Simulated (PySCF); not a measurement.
CH₅ClGeO₃. Atoms are numbered in the order given.

```xyz
11

C      2.3803    -0.6085    -0.4950
O      1.0409    -0.9094    -0.8716
Ge    -0.3237    -0.1997     0.0270
O     -0.5427    -0.8215     1.6749
O     -1.7708    -0.6053    -0.9156
Cl     0.0338     1.9195     0.2620
H      2.6517    -1.0695     0.4814
H      3.0503    -1.0249    -1.2745
H      2.5610     0.4874    -0.4261
H     -1.0333    -1.6656     1.6340
H     -1.5456    -0.6269    -1.8661
```

The structure is a stationary point at PBE-D3(BJ)/def2-SVP. The values are those of a single conformer.

The numbers are results of PySCF with TDDFT-PBE/def2-SVPD, not measurements.

Vertical excitations. Gas-phase values at a fixed geometry.

| state | energy (eV) | λ (nm) | f | main pairs |
|---|---|---|---|---|
| S1 | 5.01 | 247 | 0.005 | HOMO→LUMO 99 % |
| S2 | 5.78 | 215 | 0.047 | HOMO−1→LUMO 93 % |
| S3 | 5.93 | 209 | 0.021 | HOMO−2→LUMO 97 % |
| S4 | 6.01 | 206 | 0.018 | HOMO−3→LUMO 97 % |
| S5 | 6.31 | 196 | 0.027 | HOMO−4→LUMO 94 % |
| S6 | 6.52 | 190 | 0.024 | HOMO−5→LUMO 95 % |
| S7 | 6.79 | 183 | 0.003 | HOMO→LUMO+1 86 %, HOMO→LUMO+2 13 % |
| S8 | 6.90 | 180 | 0.022 | HOMO→LUMO+2 83 % |
| S9 | 7.29 | 170 | 0.008 | HOMO→LUMO+3 97 % |
| S10 | 7.38 | 168 | 0.066 | HOMO−6→LUMO 85 % |
| T1 | 4.77 | 260 | 0 | HOMO→LUMO 100 % |
| T2 | 5.37 | 231 | 0 | HOMO−1→LUMO 99 % |
| T3 | 5.57 | 222 | 0 | HOMO−2→LUMO 99 % |
| T4 | 5.68 | 218 | 0 | HOMO−3→LUMO 99 % |
Triplets are in the Tamm–Dancoff approximation, which puts them higher than full response would, so one can lie above its singlet here.
